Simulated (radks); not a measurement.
Valence configurations of W III (all share [Xe]). Method: scalar-relativistic Kohn-Sham, BLYP, spin-polarised, spherical densities, finite nucleus; open shells are filled with parallel spins first (spin-orbit coupling, left out, can overturn this in heavy ions); Fermi nuclear charge, rms radius 5.3658 fm; computed with a radial shooting solver on a logarithmic mesh with Libxc functionals. Energies are relative to 4f14 5d4; eigenvalues in eV for spin up.

| valence | E (eV) | moment (Bohr magnetons) | e(4f) | e(5d) | e(6p) | e(6s) |
|---|---|---|---|---|---|---|
| 4f14 5d4 | 0.000 | 4 | -49.014 | -20.682 | - | - |
| 4f14 5d3 6s1 | 1.128 | 4 | -52.158 | -22.685 | - | -21.185 |
| 4f13 5d5 | 31.447 | 6 | -58.765 | -22.361 | - | - |
| 4f13.5 5d3 6s1 6p0.5 | 21.359 | 5 | -59.487 | -25.269 | -15.286 | -22.545 |
| 4f13.5 5d3 6p1.5 | 28.659 | 5 | -60.915 | -26.421 | -15.985 | - |
| 4f13 5d4 6s1 | 33.765 | 6 | -62.111 | -24.526 | - | -21.778 |
| 4f12.5 5d4 6s1 6p0.5 | 58.315 | 7 | -69.767 | -27.178 | -15.606 | -23.123 |
| 4f13.5 5d4 6p0.5 | 19.057 | 5 | -56.162 | -23.168 | -14.386 | - |
| 4f12 5d6 | 73.154 | 6 | -69.257 | -23.802 | - | - |
| 4f12.5 5d4.5 6s1 | 52.754 | 7 | -67.262 | -25.428 | - | -22.043 |

NIST lists [Xe] 4f14 5d4 as the ground configuration; this level of theory agrees among the configurations tried. The energies are those of spherical high-spin densities, not of single terms.
